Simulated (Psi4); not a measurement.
Psi4 input (wB97X-D/6-311+G**):

```
memory 1500 MB

molecule {
-1 1
B    -0.14392000    0.24558500    0.99692200
H    -1.16444000    0.80843800    1.34604800
H     0.81272500    0.38970200    1.73463200
C    -0.10267800   -0.68821200   -0.21917700
C     0.26598400    0.35042200   -0.97574800
H    -0.25343000   -1.70900000   -0.55212600
H     0.34490200    1.30966900   -0.34361400
symmetry c1
no_reorient
no_com
}

set {
  basis 6-311+G**
  reference rks
  scf_type pk
  dft_radial_points 99
  dft_spherical_points 590
  e_convergence 1e-8
  d_convergence 1e-7
  maxiter 150
}

e = energy('wb97x-d')
print_out(f'\nFINAL {e:.10f} DIPOLE {variable("CURRENT DIPOLE")[0]:.6f} {variable("CURRENT DIPOLE")[1]:.6f} {variable("CURRENT DIPOLE")[2]:.6f}\n')
```

From the output:

```
    One-Electron Energy =                -249.3430770683279434
    Two-Electron Energy =                 102.9293167280364116
    DFT Exchange-Correlation Energy =     -11.1537423221621239
    Empirical Dispersion Energy =          -0.0015231395042827
    VV10 Nonlocal Energy =                  0.0000000000000000
    Total Energy =                       -103.3674223298414745

Computation Completed

Properties will be evaluated at   0.000000,   0.000000,   0.000000 [a0]

Properties computed using the SCF density matrix

 Multipole Moments:

 ------------------------------------------------------------------------------------
     Multipole            Electronic (a.u.)      Nuclear  (a.u.)        Total (a.u.)
 ------------------------------------------------------------------------------------

 L = 1.  Multiply by 2.5417464519 to convert [e a0] to [Debye]
 Dipole X            :         -0.1805988           -0.0000132           -0.1806121
 Dipole Y            :         -0.4799686           -0.0000113           -0.4799799
 Dipole Z            :          0.4017522           -0.0000000            0.4017522
 Magnitude           :                                                    0.6514647

 ------------------------------------------------------------------------------------

FINAL -103.3674223298 DIPOLE -0.180612 -0.479980 0.401752

*** Psi4 exiting successfully. Buy a developer a beer!
```

The dipole moment of an ion depends on the origin.

The geometry given is a B3LYP-D3(BJ)/def2-TZVP minimum.
